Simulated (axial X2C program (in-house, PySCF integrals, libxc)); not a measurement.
**Excited states of GeS by EOM-EE-CCSD**

Calculated with an axial X2C code built on PySCF integrals: two-component X2C with atomic mean-field Coulomb and Gaunt terms, Gaussian nuclei, basis Ge dyall-acv3z, S dyall-av3z with contracted cores.

R = 2.015 Å (near the PBE0 minimum at charge 0 of the determinant lowest at the starting distance; the state shown can have its own minimum elsewhere).

Hartree–Fock spinors of GeS (one of each Kramers pair; a window near the gap, which can cut inner shells):

| ω | occupied | ε (eV) | character |
| --- | --- | --- | --- |
| 1/2 | yes | -25.33 | 60% S s, 14% Ge s, 12% Ge p |
| 1/2 | yes | -16.16 | 42% Ge s, 34% S p, 12% S s |
| 1/2 | yes | -10.42 | 39% Ge p, 38% S p, 15% Ge s |
| 1/2 | yes | -10.23 | 68% S p, 19% Ge p, 7% Ge d |
| 3/2 | yes | -10.17 | 69% S p, 18% Ge p, 7% Ge d |
| 1/2 | no | 0.23 | 64% Ge p, 14% Ge d, 9% S p |
| 3/2 | no | 0.28 | 65% Ge p, 14% Ge d, 9% S p |
| 1/2 | no | 0.87 | 62% Ge p, 36% Ge s |
| 1/2 | no | 1.11 | 54% Ge s, 32% Ge p, 7% S p |
| 1/2 | no | 1.30 | 89% Ge p, 5% S d, 3% S p |
| 3/2 | no | 1.33 | 88% Ge p, 5% S d, 4% S p |

Vertical excitation energies from the closed-shell determinant state of GeS:

```json
{"Ω": "1", "excitation (eV)": "3.215", "cm⁻¹": "25931", "hole of the leading pair": "69% S pπ, 19% Ge pπ, 7% Ge dπ", "particle of the leading pair": "57% Ge pπ, 16% S pπ, 15% S dπ", "weight of the pair (for Ω = 0 its time-reversed partner can hold as much again)": "0.56", "singles weight": "0.94"}
{"Ω": "0⁻", "excitation (eV)": "3.222", "cm⁻¹": "25987", "hole of the leading pair": "68% S pπ, 19% Ge pπ, 7% Ge dπ", "particle of the leading pair": "57% Ge pπ, 16% S pπ, 15% S dπ", "weight of the pair (for Ω = 0 its time-reversed partner can hold as much again)": "0.25", "singles weight": "0.94"}
{"Ω": "0⁻", "excitation (eV)": "3.357", "cm⁻¹": "27074", "hole of the leading pair": "40% Ge pσ, 33% S pσ, 19% Ge sσ", "particle of the leading pair": "60% Ge pπ, 13% S pπ, 12% S dπ", "weight of the pair (for Ω = 0 its time-reversed partner can hold as much again)": "0.47", "singles weight": "0.95"}
{"Ω": "0⁺", "excitation (eV)": "3.357", "cm⁻¹": "27078", "hole of the leading pair": "40% Ge pσ, 33% S pσ, 19% Ge sσ", "particle of the leading pair": "60% Ge pπ, 13% S pπ, 12% S dπ", "weight of the pair (for Ω = 0 its time-reversed partner can hold as much again)": "0.47", "singles weight": "0.95"}
{"Ω": "1", "excitation (eV)": "3.403", "cm⁻¹": "27448", "hole of the leading pair": "40% Ge pσ, 34% S pσ, 19% Ge sσ", "particle of the leading pair": "59% Ge pπ, 13% S pπ, 12% S dπ", "weight of the pair (for Ω = 0 its time-reversed partner can hold as much again)": "0.52", "singles weight": "0.95"}
{"Ω": "2", "excitation (eV)": "3.455", "cm⁻¹": "27863", "hole of the leading pair": "40% Ge pσ, 33% S pσ, 19% Ge sσ", "particle of the leading pair": "60% Ge pπ, 13% S pπ, 12% S dπ", "weight of the pair (for Ω = 0 its time-reversed partner can hold as much again)": "0.94", "singles weight": "0.95"}
{"Ω": "1", "excitation (eV)": "3.628", "cm⁻¹": "29259", "hole of the leading pair": "69% S pπ, 19% Ge pπ, 7% Ge dπ", "particle of the leading pair": "58% Ge pπ, 15% S pπ, 15% S dπ", "weight of the pair (for Ω = 0 its time-reversed partner can hold as much again)": "0.93", "singles weight": "0.93"}
{"Ω": "2", "excitation (eV)": "3.640", "cm⁻¹": "29362", "hole of the leading pair": "69% S pπ, 19% Ge pπ, 7% Ge dπ", "particle of the leading pair": "58% Ge pπ, 15% S pπ, 15% S dπ", "weight of the pair (for Ω = 0 its time-reversed partner can hold as much again)": "0.62", "singles weight": "0.93"}
{"Ω": "3", "excitation (eV)": "3.680", "cm⁻¹": "29681", "hole of the leading pair": "69% S pπ, 19% Ge pπ, 7% Ge dπ", "particle of the leading pair": "58% Ge pπ, 15% S pπ, 15% S dπ", "weight of the pair (for Ω = 0 its time-reversed partner can hold as much again)": "0.93", "singles weight": "0.93"}
```

This point took 24 s on 1 thread of Arm Neoverse V2, on a shared host.

Reference electrons by ω block (each with its −ω partner): 1/2: 17, 3/2: 6, 5/2: 1. 10 electrons of GeS correlated (inner shells frozen), 88 natural virtual spinors (a truncated set); levels can be off by some tenths of an eV. Roots sought by Ω: (0: 5, 1: 4, 2: 3, 3: 1); rows need 60 % singles weight and stop where some Ω has no more roots. Missing are any skipped roots, higher Ω and states of a further excitation; these come out far too high here and may in truth be low or lowest. T1 of the reference 0.023 (Lee–Taylor). Number of frozen shells: Ge 3 s, 2 p, 1 d; S 2 s, 1 p.
